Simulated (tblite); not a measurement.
Compound: HBr.
SMILES: `Br`

Computed values, GFN2-xTB/tblite, gas phase, harmonic and unscaled. This tight-binding method is rough: wavenumbers can miss measured ones by several per cent, in bad cases by 10 to 20. Modes of hydrogen on bromine can be 10 to 20 % off.

Harmonic wavenumbers (cm⁻¹): 2348.0.

B = 258570 MHz (linear); mass 79.926 u (most abundant isotopes); point group C∞v, symmetry number 1.

Task: What is the zero-point energy?

Result: ½Σν̃ = 1174 cm⁻¹ = 14.05 kJ/mol.

Task: Give the ideal-gas entropy at 400 K and 1 bar in the rigid-rotor, harmonic-oscillator model (classical rotation).

Result: Translation 169.60, rotation 37.19, vibration 0.02: S = 206.8 J/(mol K).

Task: And Cp and H(400 K) − H(0)?

Result: Cp = 29.23 J/(mol K), of which vibrations give 0.13 (their classical limit is 1 R = 8.3); H(400 K) − H(0) = 11.65 kJ/mol without the zero-point energy, 0.01 from vibrations.

Task: How do the functions run with temperature in this model?

Result: 
```json
{"T (K)": "100", "S (J/(mol K))": "166.5", "Cp (J/(mol K))": "29.1", "H − H(0) (kJ/mol)": "2.91", "G − H(0) (kJ/mol)": "-13.74", "ln q(vib)": "0.00"}
{"T (K)": "200", "S (J/(mol K))": "186.6", "Cp (J/(mol K))": "29.1", "H − H(0) (kJ/mol)": "5.82", "G − H(0) (kJ/mol)": "-31.50", "ln q(vib)": "0.00"}
{"T (K)": "300", "S (J/(mol K))": "198.4", "Cp (J/(mol K))": "29.1", "H − H(0) (kJ/mol)": "8.73", "G − H(0) (kJ/mol)": "-50.80", "ln q(vib)": "0.00"}
{"T (K)": "500", "S (J/(mol K))": "213.4", "Cp (J/(mol K))": "29.5", "H − H(0) (kJ/mol)": "14.58", "G − H(0) (kJ/mol)": "-92.10", "ln q(vib)": "0.00"}
{"T (K)": "800", "S (J/(mol K))": "227.6", "Cp (J/(mol K))": "31.3", "H − H(0) (kJ/mol)": "23.70", "G − H(0) (kJ/mol)": "-158.39", "ln q(vib)": "0.01"}
{"T (K)": "1000", "S (J/(mol K))": "234.7", "Cp (J/(mol K))": "32.6", "H − H(0) (kJ/mol)": "30.09", "G − H(0) (kJ/mol)": "-204.65", "ln q(vib)": "0.03"}
```

q(vib) and H(0) count from the zero-point level.

Task: What must be added to the electronic energy to get the Gibbs energy at 400 K and 1 bar?

Result: ZPE + [H(400 K) − H(0)] − T·S = 14.05 + 11.65 − 82.72 = -57.02 kJ/mol.

Hardware: one thread, Arm Neoverse N1 (aarch64), no GPU, shared host with 64 logical CPUs at a one-minute load of 55. Cost: under 0.1 s. The figure is for the frequency step alone.
